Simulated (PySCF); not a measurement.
C4H5F3N: g tensor and hyperfine couplings

Compound: C4H5F3N (doublet state).
SMILES with atom numbers: `[H]/[N:5]=[C:4](\[C@@H:2]([CH2:1])[F:3])[CH:6]([F:7])[F:8]` (hydrogens: H9, H10 on C1; H11 on C2; H12 on N5; H13 on C6)

Structure used (GFN2-xTB), in Å, numbered top down from 1:
```
atom  x, y, z in Å
C1    -1.3912    0.7006   -0.5967
C2    -0.9605   -0.0650    0.5649
F3    -1.7679   -1.1475    0.8286
C4     0.3966   -0.5764    0.0547
N5     0.6216   -1.6896   -0.4788
C6     1.5475    0.4015    0.1577
F7     1.5526    1.0208    1.3626
F8     1.4472    1.3877   -0.7657
H9    -1.0699    1.7141   -0.7218
H10   -1.8806    0.1925   -1.4045
H11   -0.8489    0.5048    1.4934
H12   -0.1616   -2.3348   -0.5291
H13    2.5108   -0.1083    0.0170
```

The hyperfine couplings belong to this conformer and change with its torsions.

Method used: UKS B3LYP, pcH-1 on C F H N, non-relativistic, mean-field spin-orbit, GIAO (PySCF). One conformer (not necessarily the lowest) at the GFN2-xTB geometry, without solvent, vibrations or thermal averaging. The geometry wasn't refined by DFT: couplings that depend on bond lengths, twists or pyramidal angles can differ widely from those at the functional's own minimum. Stability of the SCF solution: not tested.

| Item | Value |
| --- | --- |
| g1, g2, g3 | 2.00213, 2.00288, 2.00329 |
| g_iso | 2.00277 |
| Form of g | rhombic: the two nearest values differ by 36 % of g3 − g1 |
| ⟨S²⟩ | 0.7572 (exact 0.7500) |
| α and β electrons | 32, 31 |
| Total energy | -509.64933 Eh |

Hyperfine couplings atom by atom, in MHz; T1 to T3 are the principal values of the dipolar part:

| atom | isotope | a_iso | T1 | T2 | T3 | Mulliken spin population |
| --- | --- | --- | --- | --- | --- | --- |
| C1 | 13C | 84.6 | -78.5 | -77.4 | 155.9 | 1.01 |
| C2 | 13C | -27.1 | -4.1 | 0.0 | 4.0 | -0.06 |
| F3 | 19F | 38.2 | -27.2 | -23.6 | 50.8 | 0.01 |
| C4 | 13C | 51.6 | -13.4 | -2.3 | 15.7 | -0.01 |
| N5 | 14N | 5.3 | -6.7 | -5.7 | 12.4 | 0.12 |
| C6 | 13C | -1.0 | -1.1 | -0.4 | 1.5 | 0.00 |
| F7 | 19F | -3.5 | -6.1 | 1.0 | 5.0 | 0.00 |
| F8 | 19F | 33.1 | -19.1 | -14.3 | 33.4 | 0.00 |
| H9 | 1H | -61.9 | -37.4 | -0.8 | 38.3 | -0.04 |
| H10 | 1H | -58.0 | -37.3 | -0.6 | 37.9 | -0.04 |
| H11 | 1H | 56.3 | -5.2 | -4.4 | 9.6 | 0.02 |
| H12 | 1H | 0.1 | -4.4 | -2.5 | 6.8 | 0.00 |
| H13 | 1H | 0.5 | -1.4 | -0.8 | 2.3 | 0.00 |

The largest Mulliken spin populations are on C1 (+1.01), N5 (+0.12) and C2 (-0.06). No atom but C1 exceeds +0.15. The angles at C1 add up to 359.1°, so it is planar; its axial dipolar tensor and the negative couplings of its protons fit spin in a p orbital normal to that plane.

Under fast tumbling the dipolar parts average out, and these isotropic splittings remain: 2 × 1H (H9/H10, I = 1/2, 3 lines) with 2.14 mT, 1 × 1H (H11, I = 1/2, 2 lines) with 2.01 mT, 1 × 19F (F3, I = 1/2, 2 lines) with 1.36 mT, 1 × 19F (F8, I = 1/2, 2 lines) with 1.18 mT, 1 × 14N (N5, I = 1, 3 lines) with 0.19 mT and 1 × 19F (F7, I = 1/2, 2 lines) with 0.12 mT.

Nuclei that the bonding pattern makes equivalent are averaged, as if the motion that swaps them (rotation, inversion, ring flip) were fast.

The 13C coupling of C1 (84.6 MHz) shows only in satellite lines or after enrichment, since that isotope makes up about 1.07 % of natural carbon.

β density exceeds α density at some nuclei, such as C2 (-0.0241) and H9/H10 (-0.0134), spin density in bohr⁻³. In a single determinant that takes different orbitals for the two spins, that is spin polarisation.
